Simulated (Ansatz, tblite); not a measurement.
Cost and result up the ladder for the cluster Sn₂H₂⁻ (the lowest doublet isomer of a short search) (4 atoms). Charge -1, multiplicity 2. Geometry: PBE-D4/def2-TZVPD.

```xyz
4

Sn   -0.838   -0.701   -0.905
Sn    0.688    0.970    0.773
H    -0.318    0.724    2.263
H     0.467   -0.993   -2.131
```

Ansatz on 4 threads of Arm Neoverse V2 on a shared host; xTB runs through tblite on one thread. Times are rough, summed over both states, and most runs start from the orbitals of an earlier one. PBE0-D4/def2-TZVPD serves as the yardstick here, not as an exact answer. The other state is a triplet.

In the def2 sets Sn takes a core potential; there is no spin–orbit coupling. The xTB rows come from tblite. The structure comes from a short search, and lower isomers may exist.

Raw xTB energies of ions are shifted by several eV, and xTB has no spin-polarisation term.

```csv
level,functions,wall time
GFN2-xTB,20,0.002 s
GFN1-xTB,22,0.004 s
PBE-D4/def2-TZVPD (with forces),130,3.8 s
PBE0-D4/def2-TZVPD,130,5.3 s
r2SCAN-D4/def2-TZVPD,130,8.2 s
```

Question: Estimate what each level gives for the vertical IE (eV).

Answer: 
```csv
level,vertical IE (eV),difference from PBE0-D4/def2-TZVPD (eV),remarks
GFN2-xTB,5.86,3.91,–
GFN1-xTB,6.17,4.22,–
PBE-D4/def2-TZVPD (with forces),1.94,-0.01,HOMO above zero (-1 doublet)
PBE0-D4/def2-TZVPD,1.95,0.00,–
r2SCAN-D4/def2-TZVPD,1.93,-0.02,HOMO above zero (-1 doublet)
```
